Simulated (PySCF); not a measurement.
C2H6Mg, triplet, geometry from GFN2-xTB (such geometries of metal compounds can be far from the true shape) (a higher spin typed on purpose: for a closed-shell molecule this is an excited state). Base run: PBE/6-31+G* (PySCF).

PySCF was given this input:
```python
from pyscf import gto, scf, dft, solvent

mol = gto.Mole()
mol.atom = '''
    Mg    0.00168005   -0.01720061   -0.00109111
    C     1.77239683    0.27532231   -1.45807619
    H     2.44664159   -0.56179505   -1.31161975
    H     2.23406619    1.22110216   -1.19439965
    H     1.35438962    0.29144693   -2.45907497
    C    -1.77426888   -0.25615597    1.45929199
    H    -2.27627074   -1.18248536    1.20097253
    H    -2.41275466    0.60833523    1.31044875
    H    -1.35500031   -0.28519463    2.45947159
'''
mol.basis = '6-31+g*'
mol.spin = 2
mol.verbose = 4
mol.build()

mf = dft.UKS(mol)
mf.xc = 'pbe'
mf.kernel()
```

Variants of this job, named by their change:

```json
[
 {"change": "base", "ΔE vs base (kcal/mol)": "0.000", "dipole (D)": "0.16"},
 {"change": "model = IEF-PCM; solvent = acetonitrile; vdw_scale = 1.0", "ΔE vs base (kcal/mol)": "-8.25", "dipole (D)": "1.78"},
 {"change": "model = IEF-PCM; solvent = n-hexane", "ΔE vs base (kcal/mol)": "-0.77", "dipole (D)": "0.23"},
 {"change": "model = COSMO; solvent = acetonitrile", "ΔE vs base (kcal/mol)": "-2.14", "dipole (D)": "2.08"},
 {"change": "model = IEF-PCM; solvent = water", "ΔE vs base (kcal/mol)": "-2.23", "dipole (D)": "2.30"},
 {"change": "model = IEF-PCM; solvent = acetonitrile; vdw_scale = 1.1", "ΔE vs base (kcal/mol)": "-4.12", "dipole (D)": "2.16"},
 {"change": "model = IEF-PCM; solvent = toluene", "ΔE vs base (kcal/mol)": "-1.00", "dipole (D)": "0.28"},
 {"change": "model = IEF-PCM; solvent = acetonitrile", "ΔE vs base (kcal/mol)": "-2.15", "dipole (D)": "2.00"},
 {"change": "model = IEF-PCM; solvent = acetonitrile; lebedev_order = 11", "ΔE vs base (kcal/mol)": "-2.14", "dipole (D)": "1.54"},
 {"change": "model = IEF-PCM; solvent = acetonitrile; vdw_scale = 1.4", "ΔE vs base (kcal/mol)": "-0.66", "dipole (D)": "1.17"},
 {"change": "model = IEF-PCM; solvent = acetonitrile; lebedev_order = 41", "ΔE vs base (kcal/mol)": "-2.14", "dipole (D)": "2.03"},
 {"change": "model = IEF-PCM; solvent = acetonitrile; r_probe = 0.5", "ΔE vs base (kcal/mol)": "-0.337", "dipole (D)": "0.86"}
]
```

The base is the gas phase, so ΔE is the electrostatic part of solvation at a fixed geometry, without cavity and dispersion terms.

Open shells are given as the SCF converged; they aren't shown to be the lowest states, and a large step between rows can be another state.
